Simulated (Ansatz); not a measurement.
The lowest singlet and triplet of C3H6 (SMILES C[C]C); geometries from B3LYP-D3(BJ)/def2-TZVP, each state relaxed from the structure named, with no frequency check.
Singlet at the triplet's geometry (charge 0, multiplicity 1):
```xyz
9

C      1.347    -0.017     0.045
C     -0.020     0.181    -0.438
C     -1.339    -0.062     0.147
H      1.551    -1.073     0.282
H      1.550     0.563     0.959
H      2.084     0.292    -0.701
H     -1.489    -1.124     0.398
H     -2.140     0.221    -0.540
H     -1.490     0.513     1.075
```

| level | gap E(singlet) − E(triplet), vertical, at the triplet's geometry (eV) |
|---|---|
| R-PBE/def2-TZVPP | 0.634 |
| U-PBE/def2-TZVPP (spin-contaminated) | 0.195 |
| R-r2SCAN/def2-TZVPP | 0.932 |
| R-PBE0/def2-TZVPP | 0.761 |
| R-wB97X-V/def2-TZVPP | 0.475 |
| U-wB97M-V/def2-TZVPP (spin-contaminated) | 0.255 |
| U-B2PLYP/def2-TZVPP (spin-contaminated) | 0.215 |
| R-MP2/cc-pVDZ | 0.857 |
| R-SCS-MP2/cc-pVDZ | 0.720 |
| R-CCSD(T)/cc-pVTZ | 0.557 |
| U-CCSD(T)/cc-pVTZ (spin-contaminated) | 0.263 |
| SC-NEVPT2 on SA-CASSCF(2,2)/cc-pVDZ | 0.715 |
| FIC-MRCISD+Q on SA-CASSCF(2,2)/cc-pVDZ | 0.686 |
| FIC-MRCISD+Q on SA-CASSCF(2,2)/cc-pVTZ | 0.545 |

The rows run from 0.195 (U-PBE/def2-TZVPP (spin-contaminated)) to 0.932 eV (R-r2SCAN/def2-TZVPP). The 4 R-functionals in def2-TZVPP without D3 or D4 span 0.457, from R-wB97X-V to R-r2SCAN.

A positive gap puts the triplet lower; no zero-point energy. R- takes a restricted singlet. U- takes an unrestricted singlet (broken symmetry where lower, unprojected). The triplet is unrestricted in single-reference levels. Active spaces average the two states.

Frozen-core correlation.

Doubts at one or more of the structures used: a restricted determinant that unrestricted orbitals would lower (R-PBE/def2-TZVPP, R-r2SCAN/def2-TZVPP, R-PBE0/def2-TZVPP, R-wB97X-V/def2-TZVPP, R-MP2/cc-pVDZ, R-SCS-MP2/cc-pVDZ, R-CCSD(T)/cc-pVTZ); the program's own flag: other amplitudes (U-CCSD(T)/cc-pVTZ (spin-contaminated)).

Programs: Ansatz (Gaussian orbitals). Each number belongs to the level named beside it.

Ansatz is a quantum-chemistry and plane-wave program.
